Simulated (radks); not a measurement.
The neon ion Ne2+ inside a hard spherical wall (all orbitals vanish at R), configuration held at [He] 2s2 2p4 and not refilled when levels cross. All-electron calculation, scalar-relativistic Kohn-Sham, PBEsol, spin-polarised, spherical densities, point nucleus; open shells are filled with parallel spins first. Program: a radial shooting solver on a logarithmic mesh with Libxc functionals. Eigenvalues in eV for spin up, with the zero of energy where the potential of the charges vanishes at infinity; a dash marks a level that is unbound or too diffuse for the functional's potential to be trusted. A positive occupied level is held by the wall or, in an anion where self-interaction has pushed it up, behind a barrier. The pressure on the wall is -dE/dV.

| R (bohr) | E (hartree) | kinetic (hartree) | e(1s) | e(2s) | e(2p) | e(3s, empty) | e(3p, empty) | pressure (GPa) |
|---|---|---|---|---|---|---|---|---|
| free | -126.35175 | 126.356 | -879.47 | -79.759 | -56.712 | - | - | 0 |
| 20 | -126.35175 | 126.356 | -879.47 | -79.759 | -56.712 | - | - | < 0.0001 |
| 8 | -126.35175 | 126.356 | -879.47 | -79.759 | -56.712 | - | - | < 0.0001 |
| 7 | -126.35175 | 126.356 | -879.47 | -79.759 | -56.712 | -16.509 | -12.163 | < 0.0001 |
| 6 | -126.35175 | 126.356 | -879.47 | -79.759 | -56.712 | -16.366 | -11.843 | < 0.0001 |
| 4 | -126.35134 | 126.361 | -879.44 | -79.740 | -56.691 | -13.263 | -7.477 | 0.213 |
| 2.5 | -126.27229 | 126.958 | -876.94 | -78.161 | -54.867 | 13.828 | 20.751 | 103 |
